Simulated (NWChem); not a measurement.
Molecule: MgHF; SMILES [F][MgH]

```xyz
3

Mg    -0.0009    -0.5924     0.0000
H     -0.0055    -2.2802     0.0000
F      0.0008     1.1687     0.0000
```
Atoms are numbered in this order, from 1.

All runs: NWChem. Geometry: optimised at PBE0/def2-SVP. Vertical excitations in the gas phase; the lowest state need not have the same character in each row.

Question: Among these, which level gives the lowest value of “lowest excitation, singlet (eV)”?
A. B3LYP/def2-SVPD, TDA
B. BHandHLYP/def2-SVPD, TDA
C. LRC-wPBEh/def2-SVPD, TDA
D. PBE/def2-SVPD, TDA

Answer: D, PBE/def2-SVPD, TDA. Values: PBE/def2-SVPD, TDA 6.32; B3LYP/def2-SVPD, TDA 6.70; LRC-wPBEh/def2-SVPD, TDA 6.84; BHandHLYP/def2-SVPD, TDA 7.11
